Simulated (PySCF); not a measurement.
`C(=C)=CB(C)C`, C5H9B

Geometry:
```csv
atom,x (Å),y (Å),z (Å)
C1,2.912,-0.645,-0.180
C2,1.834,0.006,0.164
C3,0.721,0.631,0.492
B4,-0.687,0.043,0.158
C5,-1.963,0.887,0.532
C6,-0.842,-1.350,-0.554
H7,3.394,-0.469,-1.147
H8,3.367,-1.378,0.494
H9,0.821,1.589,1.022
H10,-2.870,0.281,0.676
H11,-1.824,1.555,1.395
H12,-2.164,1.543,-0.338
H13,0.084,-1.761,-0.979
H14,-1.624,-1.323,-1.330
H15,-1.210,-2.066,0.205
```

Level of theory: PySCF, TDDFT CAM-B3LYP/def2-TZVPD excited states, vertical, gas phase. Geometry: PBE0-D3(BJ)/def2-SVP.

Singlets 2 and 3 lie within 0.01 eV of each other, so their separate moments and overlaps can depend on how they mix.

Task: How strongly do the lowest singlets absorb one photon, and two photons of half the energy?

Result: δ for parallel linear polarisation; σ at the peak of a Lorentzian of half width 0.1 eV, single beam; Ω is circular over linear.
| state | E (eV) | f | photon λ (nm) | δ (au) | σ (GM) | Ω | main |
| --- | --- | --- | --- | --- | --- | --- | --- |
| S1 | 4.79 | 0.000 | 517 | <0.1 | 0.00 | – | HOMO→LUMO 0.96 |
| S2 | 6.12 | 0.341 | 405 | 148 | 2.03 | 0.71 | HOMO−1→LUMO 0.91 |
| S3 | 6.12 | 0.006 | 405 | 9.33 | 0.13 | 0.62 | HOMO−2→LUMO 0.92 |
| S4 | 6.38 | 0.002 | 389 | 1.29 | 0.02 | 1.23 | HOMO−1→LUMO+2 0.68, HOMO−1→LUMO+4 0.22 |
| S5 | 6.77 | 0.003 | 366 | 1.73 | 0.03 | 1.48 | HOMO−3→LUMO 0.85 |
| S6 | 6.80 | 0.022 | 365 | 60.9 | 1.03 | 1.50 | HOMO→LUMO+1 0.66, HOMO→LUMO+3 0.28 |

Among these, the strongest one-photon state is S2, the strongest two-photon state S2, with a dipole change of 2.3 D (relaxed, norm of the difference vector).
